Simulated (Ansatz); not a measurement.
Basis-set extrapolation for C₂H₆BFOSi (`C[Si]1(F)CBO1`) (PBE0-D4/def2-TZVP geometry, frozen core, the Gaussian-basis code of Ansatz). Multiplicity 1, RHF reference.

```json
{"": "HF", "def2-TZVPP": "-567.450110", "def2-QZVPP": "-567.472710"}
{"": "MP2 correlation", "def2-TZVPP": "-1.036495", "def2-QZVPP": "-1.117138"}
{"": "CCSD(T) correlation", "def2-TZVPP": "-1.112845", "def2-QZVPP": "not run"}
```

Energies in hartree. Use E(X) = E(∞) + A·exp(−7.88·√X) for Hartree–Fock and E(X) = E(∞) + B·X^(−2.97) for correlation, with X = 3 and 4, and add CCSD(T) minus MP2 of the smaller set to the MP2 limit.

What is the CCSD(T) energy at the basis-set limit?

HF limit: -567.472710 + (-0.022600) × 0.13774 = -567.47582. MP2 limit: -1.117138 + (-0.080643) × 0.74074 = -1.17687. Higher-order term: -1.112845 − (-1.036495) = -0.07635. Total: -568.72904 hartree, 436.1 kJ/mol below CCSD(T)/def2-TZVPP.
